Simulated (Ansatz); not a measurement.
Basis sets compared for Sn₁₀H₁₅⁺, a cluster with a defect cut from the lattice of tin (one cap removed). Total charge 1; singlet. Geometry PBE-D4/def2-SVP. Ansatz on 2 threads of AMD EPYC 7R13 on a shared host and a share (18 GiB) of an NVIDIA H100 80GB HBM3; times are rough, and most runs start from earlier orbitals.

Cartesian coordinates in Å:
```
Sn -2.049 -1.381 2.354
Sn -1.911 -1.257 -2.240
Sn -1.670 2.723 0.284
Sn 2.020 1.102 2.524
Sn 2.122 1.200 -2.074
Sn 1.778 -2.914 -0.041
Sn -2.776 0.141 0.050
Sn 0.751 -1.369 2.074
Sn 0.907 -1.337 -2.256
Sn 1.141 2.527 0.211
H -2.614 -3.012 2.302
H -2.472 -0.623 3.846
H -2.564 -2.856 -2.258
H -2.429 -0.378 -3.635
H -2.191 3.483 1.745
H -2.174 3.640 -1.092
H 1.442 1.773 4.006
H 3.729 0.861 2.572
H 1.658 2.113 -3.466
H 3.841 1.048 -1.994
H 1.062 -4.484 0.005
H 3.496 -3.006 0.106
H -4.509 0.171 0.163
H 1.513 -2.241 -3.611
H 1.900 4.075 0.428
```

In the def2 sets Sn takes a core potential; there is no spin–orbit coupling. Single mean-field runs in def2-TZVP are fitted with def2-universal-jkfit.

```csv
level,functions,energy (Eh),HOMO (eV),LUMO (eV),wall time
PBE-D4/def2-SVP,335,-2151.8756,-9.20,-7.55,5.5 s
PBE0-D4/def2-SVP,335,-2151.9924,-10.05,-7.10,7 s
```

Question: Estimate the rows for PBE-D4/def2-TZVP (with forces), PBE0-D4/def2-TZVP.

Answer: 
| level | functions | energy (Eh) | HOMO (eV) | LUMO (eV) | wall time |
| --- | --- | --- | --- | --- | --- |
| PBE-D4/def2-TZVP (with forces) | 590 | -2151.9536 | -9.21 | -7.56 | 7.5 s |
| PBE0-D4/def2-TZVP | 590 | -2152.0617 | -10.03 | -7.07 | 6.5 s |
